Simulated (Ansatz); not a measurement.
Nudged elastic band run: BrFGeH$_{4}$

Input file:

```yaml
crystal:
  periodic: [false, false, false]
  atoms:
    - { symbol: Ge, position_ang: [0.273514, 0.0, -0.204606] }
    - { symbol: F, position_ang: [-0.025158, 0.0, 1.558585] }
    - { symbol: H, position_ang: [1.814324, 0.0, -0.333409] }
    - { symbol: H, position_ang: [-0.372233, 1.294113, -0.748081] }
    - { symbol: H, position_ang: [-0.372233, -1.294113, -0.748081] }
    - { symbol: Br, position_ang: [-3.256859, 0.0, 1.833601] }
    - { symbol: H, position_ang: [-1.807856, 0.0, 1.95169] }
basis:
  gaussian: { orbitals: def2-SVP }
hamiltonian:
  xc: pbe
neb:
  order_check: false
  images: 2
  f_tol: 0.03
  max_iterations: 60
  climbing: true
  final_atoms:
    - { symbol: Ge, position_ang: [-0.40921701, -9.157e-05, -0.53276893] }
    - { symbol: F, position_ang: [0.05083959, 2.027e-05, 2.88315099] }
    - { symbol: H, position_ang: [0.75294016, -0.00015348, 0.47473455] }
    - { symbol: H, position_ang: [-0.470133, 1.27918193, -1.3978645] }
    - { symbol: H, position_ang: [-0.47002064, -1.27913508, -1.39821552] }
    - { symbol: Br, position_ang: [-2.38107608, -0.00034349, 0.76166957] }
    - { symbol: H, position_ang: [-0.81983403, 0.00052141, 2.51899285] }
  initial_path:
    images:
      - { positions_ang: [[0.273514, 0.0, -0.204606], [-0.025158, 0.0, 1.558585], [1.814324, 0.0, -0.333409], [-0.372233, 1.294113, -0.748081], [-0.372233, -1.294113, -0.748081], [-3.256859, 0.0, 1.833601], [-1.807856, 0.0, 1.95169]] }
      - { positions_ang: [[0.09973802, 0.0, -0.05823058], [-0.03718427, 0.0, 1.88231718], [1.59687126, 0.0, -0.41826429], [-0.59249075, 1.274571, -0.59682771], [-0.59249075, -1.274571, -0.59682771], [-2.80027298, 0.0, 1.14139272], [-1.42067152, 0.0, 1.95613939]] }
      - { positions_ang: [[-0.12783899, -3.052e-05, -0.16761822], [-0.01185174, 6.76e-06, 2.32383917], [1.24307665, -5.116e-05, -0.14888311], [-0.62512409, 1.26959398, -0.81342221], [-0.62508663, -1.26957836, -0.81353922], [-2.50834534, -0.0001145, 0.78408224], [-1.09133087, 0.0001738, 2.14524034]] }
      - { positions_ang: [[-0.40921701, -9.157e-05, -0.53276893], [0.05083959, 2.027e-05, 2.88315099], [0.75294016, -0.00015348, 0.47473455], [-0.470133, 1.27918193, -1.3978645], [-0.47002064, -1.27913508, -1.39821552], [-2.38107608, -0.00034349, 0.76166957], [-0.81983403, 0.00052141, 2.51899285]] }
```

Launched with:

```bash
$ ansatz run input.yaml --threads 2 --pin off --max-ram 3072MiB --backend cpu --events-out ev --progress --plain --runs-dir out
```

Output, in part (warnings, iteration lines, the closing report on the highest movable image, with atoms numbered from 0):

```
NEB end point (image 0): max|allowed force component| = 1.536e-2 eV/Å (the criterion of neb.relax_end_points is 1.000e-2)
NEB end point (image 3): max|allowed force component| = 2.410e-2 eV/Å (the criterion of neb.relax_end_points is 1.000e-2)
NEB iter   1: max|band force component| = 5.059e0 eV/Å  barrier→ = 1.5083 eV  barrier← = 1.5617 eV  Δτ_max = 0.2000 Å  (102 SCF iters)
NEB iter   2: max|band force component| = 2.127e0 eV/Å  barrier→ = 0.8808 eV  barrier← = 0.9342 eV  Δτ_max = 0.1988 Å  (60 SCF iters)
NEB iter   3: max|band force component| = 6.291e-1 eV/Å  barrier→ = 0.5147 eV  barrier← = 0.5681 eV  Δτ_max = 0.0728 Å  (56 SCF iters)
NEB iter   4: max|band force component| = 5.164e-1 eV/Å  barrier→ = 0.4627 eV  barrier← = 0.5161 eV  CI = image 2  Δτ_max = 0.2000 Å  (53 SCF iters)
NEB iter   5: max|band force component| = 8.377e-1 eV/Å  barrier→ = 0.7357 eV  barrier← = 0.7892 eV  CI = image 2  Δτ_max = 0.1945 Å  (58 SCF iters)
NEB iter   6: max|band force component| = 7.404e-1 eV/Å  barrier→ = 0.7800 eV  barrier← = 0.8334 eV  CI = image 2  Δτ_max = 0.0435 Å  (59 SCF iters)
NEB iter   7: max|band force component| = 3.523e-1 eV/Å  barrier→ = 0.7494 eV  barrier← = 0.8029 eV  CI = image 2  Δτ_max = 0.0245 Å  (51 SCF iters)
NEB iter   8: max|band force component| = 1.592e-1 eV/Å  barrier→ = 0.7469 eV  barrier← = 0.8003 eV  CI = image 2  Δτ_max = 0.0266 Å  (50 SCF iters)
NEB iter   9: max|band force component| = 6.287e-2 eV/Å  barrier→ = 0.7459 eV  barrier← = 0.7994 eV  CI = image 2  Δτ_max = 0.0076 Å  (50 SCF iters)
NEB iter  10: max|band force component| = 2.458e-2 eV/Å  barrier→ = 0.7458 eV  barrier← = 0.7992 eV  CI = image 2  Δτ_max = 0.0000 Å  (99 SCF iters)
Total energy: -129306.84336882 eV, -4751.9388464778 hartree
Atom 0 at    -0.164084    -0.000029    -0.142780 Å, force     0.022955    -0.000097    -0.018338 eV/Å
Atom 1 at    -0.052993     0.000083     1.961908 Å, force     0.016385     0.000281     0.011977 eV/Å
Atom 2 at     1.381942    -0.000097     0.051591 Å, force    -0.020807    -0.000019    -0.007304 eV/Å
Atom 3 at    -0.576671     1.329003    -0.810789 Å, force     0.003436    -0.010818     0.000959 eV/Å
Atom 4 at    -0.576722    -1.328947    -0.810995 Å, force     0.003478     0.010842     0.000949 eV/Å
Atom 5 at    -2.647795    -0.000196     1.038667 Å, force    -0.006633     0.000147     0.000566 eV/Å
Atom 6 at    -1.110177     0.000183     2.022097 Å, force    -0.018813    -0.000335     0.011192 eV/Å
Dipole moment:     0.396666     0.000070    -0.252158 e Å
```

The forces met the threshold. Another band between the same ends (5 images) ends at a top of the same energy, where a vibrational analysis finds 1 clearly imaginary mode. So few images can step over the top or miss a turn of the path. The orbitals stay closed-shell, which can raise the energy where a bond breaks towards radicals; this wasn't checked here.

Final band (atoms are numbered from 1 in the order of the input):

```csv
image,path coordinate (Å),energy (kJ/mol),Ge1–F2 (Å),Br6–H7 (Å),Ge1–Br6 (Å)
0,0.00,0.0,1.79,1.45,4.08
1,0.81,14.0,1.82,1.49,3.32
2,1.63,72.0,2.11,1.83,2.75
3,3.31,-5.2,3.45,2.35,2.36
```

Run time: 30 s on 2 threads of Intel(R) Xeon(R) Platinum 8259CL CPU @ 2.50GHz (Skylake/Cascade Lake), on a shared host, peak memory 0.16 GiB.
